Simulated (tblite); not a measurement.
All values are computed: GFN2-xTB (tblite) harmonic vibrations without scaling, gas phase. This tight-binding method is rough: wavenumbers can miss measured ones by several per cent, in bad cases by 10 to 20. Modes of hydrogen on germanium can be 10 to 20 % off. One conformer each. Thermal functions are those of the rigid rotor and harmonic oscillator, without mixing of conformers.

Problem. Order these by their ideal-gas entropy at 298.15 K and 1 bar, highest first (J/(mol K)).
A. `C[C](=O)[GeH2][NH]C=O`
B. `C#C[C+]` [singlet]
C. `CC[C@H]1OCC1=O`
D. `C=N[C@@H]1C[O][GeH2][O]1`
E. `C1C[CH2][Ga]([CH]2CC2)[CH2]1`

Solution. E (428.4), A (407.8), D (365.5), C (352.3), B (234.9).

```
                      SMILES  atoms  mass (u)  symmetry number  modes under 300 cm⁻¹  ZPE (kJ/mol)  S translation (J/(mol K))  S rotation  S vibration      S     Cp
C1C[CH2][Ga]([CH]2CC2)[CH2]1     21    166.03                1                     8         461.4                      172.6       122.3        133.5  428.4  163.0
       C[C](=O)[GeH2][NH]C=O     14    162.97                1                     7         246.4                      172.4       119.7        115.7  407.8  146.3
    C=N[C@@H]1C[O][GeH2][O]1     14    162.97                1                     3         252.7                      172.4       118.1         75.1  365.5  130.7
              CC[C@H]1OCC1=O     15    100.05                1                     5         318.5                      166.3       114.7         71.4  352.3  116.0
                     [C+]C#C      4     37.01                1                     2          49.1                      153.9        60.7         20.2  234.9   52.1
```

Entropies and Cp are for 298.15 K and 1 bar.
